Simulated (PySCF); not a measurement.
## S (sulfur, neutral) across methods

[Ne] 3s2 3p3 4s1, high-spin 5S determinant (an excited configuration). Computed with PySCF 2.14 in aug-cc-pCVTZ-DK, with the spin-free X2C one-electron Hamiltonian (Gaussian nucleus).

```json
{"method": "HSE06", "E (hartree)": "-398.8397", "mean ε 3s β (eV)": "-20.322", "mean ε 3p α (eV)": "-13.116", "mean ε 4s α (eV)": "-1.780", "Σ⟨r²⟩ (bohr²)": "45.27", "⟨S²⟩": "6.000"}
{"method": "PBE", "E (hartree)": "-398.7913", "mean ε 3s β (eV)": "-19.342", "mean ε 3p α (eV)": "-11.977", "mean ε 4s α (eV)": "-1.643", "Σ⟨r²⟩ (bohr²)": "45.29", "⟨S²⟩": "6.000"}
{"method": "r2SCAN0", "E (hartree)": "-398.9230", "mean ε 3s β (eV)": "-20.680", "mean ε 3p α (eV)": "-13.943", "mean ε 4s α (eV)": "-2.091", "Σ⟨r²⟩ (bohr²)": "45.49", "⟨S²⟩": "6.000"}
{"method": "r2SCAN", "E (hartree)": "-398.9241", "mean ε 3s β (eV)": "-19.404", "mean ε 3p α (eV)": "-12.586", "mean ε 4s α (eV)": "-1.644", "Σ⟨r²⟩ (bohr²)": "45.60", "⟨S²⟩": "6.000"}
{"method": "PBE0", "E (hartree)": "-398.8204", "mean ε 3s β (eV)": "-20.699", "mean ε 3p α (eV)": "-13.537", "mean ε 4s α (eV)": "-2.108", "Σ⟨r²⟩ (bohr²)": "45.36", "⟨S²⟩": "6.000"}
{"method": "UHF", "E (hartree)": "-398.36660", "mean ε 3s β (eV)": "-23.154", "mean ε 3p α (eV)": "-17.480", "mean ε 4s α (eV)": "-3.155", "Σ⟨r²⟩ (bohr²)": "45.83", "⟨S²⟩": "6.000"}
{"method": "LDA", "E (hartree)": "-397.5660", "mean ε 3s β (eV)": "-19.599", "mean ε 3p α (eV)": "-11.966", "mean ε 4s α (eV)": "-1.755", "Σ⟨r²⟩ (bohr²)": "45.14", "⟨S²⟩": "6.000"}
{"method": "BLYP", "E (hartree)": "-398.9674", "mean ε 3s β (eV)": "-19.506", "mean ε 3p α (eV)": "-11.616", "mean ε 4s α (eV)": "-1.429", "Σ⟨r²⟩ (bohr²)": "45.22", "⟨S²⟩": "6.000"}
```

**Question.** Estimate the same row for MN15.

**Answer.** E (hartree) = -399.0151; mean ε 3s β (eV) = -21.160; mean ε 3p α (eV) = -14.059; mean ε 4s α (eV) = -2.242; Σ⟨r²⟩ (bohr²) = 45.14; ⟨S²⟩ = 6.001.

The outer electron is Rydberg-like, and this basis confines it to a smaller radius and binds it less than a complete one would.
